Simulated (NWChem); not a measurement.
# Total energies of GeS

```
Ge
S 1 2.0180
```
Charge 0, spin multiplicity 1.

Program: NWChem. All single points use one geometry, from PBE0/def2-SVP, a minimum by its harmonic frequencies.

Basis set: def2-TZVP (85 functions).

```tsv
method	total energy (Ha)
RHF	-2472.94257
MP2	-2473.33012
B2PLYP	-2474.74935
PBE	-2474.76043
B3LYP	-2475.30444
LC-wPBE (omega 0.3 per bohr)	-2474.79516
CCSD(T)	-2473.36360
```

Total energies of different functionals aren't comparable as a measure of quality: only differences taken within one method are. 

The Hamiltonian is non-relativistic. The correlated methods keep 14 core orbitals frozen. B3LYP has NWChem's definition, with VWN1-RPA local correlation. The structure started from a generated list of species. No row is a measurement; the coupled-cluster row has its own basis-set and correlation limits.
